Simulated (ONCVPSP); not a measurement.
u(r) = r·R(r): atom against pseudo-atom (Fe)

Columns: radius, all-electron u(r) and pseudo u(r) of the 3d shell (level -11.58 eV) of iron in the configuration [Ne] 3s2 3p6 3d6 4s1.5; PBEsol, scalar-relativistic, ONCV scheme, ONCVPSP 4.0.1.

```
r (bohr)  all-electron  pseudo
   0.072        0.0322  0.0086
   0.145        0.1547  0.0647
   0.217        0.3235  0.1900
   0.290        0.4969  0.3760
   0.362        0.6446  0.5789
   0.435        0.7610  0.7590
   0.507        0.8423  0.8819
   0.580        0.8937  0.9443
   0.652        0.9188  0.9573
   0.725        0.9242  0.9432
   0.798        0.9144  0.9197
   0.870        0.8943  0.8947
   0.942        0.8670  0.8669
   1.015        0.8345  0.8344
   1.088        0.7992  0.7991
   1.160        0.7630  0.7629
   1.232        0.7262  0.7262
   1.305        0.6892  0.6892
   1.378        0.6530  0.6529
   1.450        0.6182  0.6182
   1.522        0.5848  0.5847
   1.595        0.5523  0.5522
   1.668        0.5213  0.5212
   1.740        0.4922  0.4921
   1.812        0.4646  0.4645
   1.885        0.4381  0.4381
```

Problem. How many radial nodes do the two functions have?

Solution. The all-electron 3d function has n − l − 1 = 0; the pseudo-wave has 0.

Problem. At about which radius was the pseudo-wave matched?

Solution. 0.95 bohr. The columns agree to 0.0005 from 0.87 bohr on; several derivatives are matched, so the curves merge somewhat inside the radius.

Problem. Is the pseudo-wave norm-conserving?

Solution. Yes: the ONCV scheme keeps the norm inside the radius equal to the all-electron one, which fixes the energy derivative of the logarithmic derivative at the level.
